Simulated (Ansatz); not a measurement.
Two isomers of C2H5FSSi: A = `C=C(F)S[SiH3]`, B = `C[Si]1(F)CS1`.

Isolated molecules relaxed with PBE0-D4/def2-TZVP in Ansatz; ΔE leaves out vibrations. CBS: MP2 limit from def2 TZ/QZ plus the TZ coupled-cluster correction, frozen cores. Functionals use def2-TZVPP. One conformer a species, not always the lowest.

Task: Which is lower in electronic energy at CCSD(T)/CBS, and by how much? (An estimate is asked.)

Result: Computed: B, by 68.6 kcal/mol.

Task: Give E(B) − E(A) in kcal/mol with r2SCAN-D4, B2PLYP, CCSD(T)/def2-TZVPP, HF/def2-TZVPP, CCSD/def2-TZVPP, PBE-D4, MP2/def2-TZVPP. (An estimate is asked.)

Result: Ansatz gave: r2SCAN-D4 -67.8, B2PLYP -66.3, CCSD(T)/def2-TZVPP -66.8, HF/def2-TZVPP -63.1, CCSD/def2-TZVPP -67.2, PBE-D4 -64.3, MP2/def2-TZVPP -71.6. None reverses the order clearly.

Largest T1 diagnostic: 0.013.

In def2-TZVPP, CCSD(T) changes the Hartree–Fock value by −3.8 kcal/mol (the triples alone add +0.4 kcal/mol) and MP2 by −8.5 kcal/mol. From PBE to PBE0 (25 % exact exchange), in def2-TZVPP and without D4, E(B) − E(A) moves by −3.3 kcal/mol.
